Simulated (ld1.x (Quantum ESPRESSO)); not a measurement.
**lead: excitation energies, all-electron against TM**

| Quantity | Value |
| --- | --- |
| Element | Pb (Z = 82) |
| Generator | ld1.x (Quantum ESPRESSO) 7.5 |
| Type | norm-conserving Troullier–Martins (Kleinman–Bylander form) |
| Functional | BLYP |
| Relativity | scalar-relativistic |
| Frozen core | [Xe] 4f14 |
| Valence charge | 14 |
| Reference configuration | 5d10 6s2 6p2 |
| Partial waves | 6p (bound): rc 2.00 bohr; 5d (bound): rc 1.65 bohr; 5f channel at 0.4 Ry: rc 1.95 bohr; 6s (bound): rc 1.85 bohr |
| Local potential | the s channel |
| Core correction | Bessel-smoothed model core inside 1.20 bohr |

Energies are relative to the spin-unpolarised reference configuration 5d10 6s2 6p2; without spin polarisation the order of configurations can differ from experiment.

```json
{"valence configuration": "5d10 6s2 6p1", "charge": "+1", "ΔE all-electron (eV)": "6.537", "error AE − PS (meV)": "-2.9"}
{"valence configuration": "5d10 6s2 6p0", "charge": "+2", "ΔE all-electron (eV)": "20.033", "error AE − PS (meV)": "-13"}
{"valence configuration": "5d10 6s1 6p0", "charge": "+3", "ΔE all-electron (eV)": "52.499", "error AE − PS (meV)": "-41"}
{"valence configuration": "5d10 6s0 6p0", "charge": "+4", "ΔE all-electron (eV)": "95.360", "error AE − PS (meV)": "-107"}
{"valence configuration": "5d10 6s1 6p3", "charge": "0", "ΔE all-electron (eV)": "8.744", "error AE − PS (meV)": "-3.7"}
```

Problem. What are ΔE and the potential's error for 5d10 6s0 6p4?

Solution. ΔE = 17.888 eV all-electron; the error (AE − PS) is -9.8 meV.

Problem. What are ΔE and the potential's error for 5d10 6s2 6p1.5?

Solution. ΔE = 2.463 eV all-electron; the error (AE − PS) is -1.1 meV.
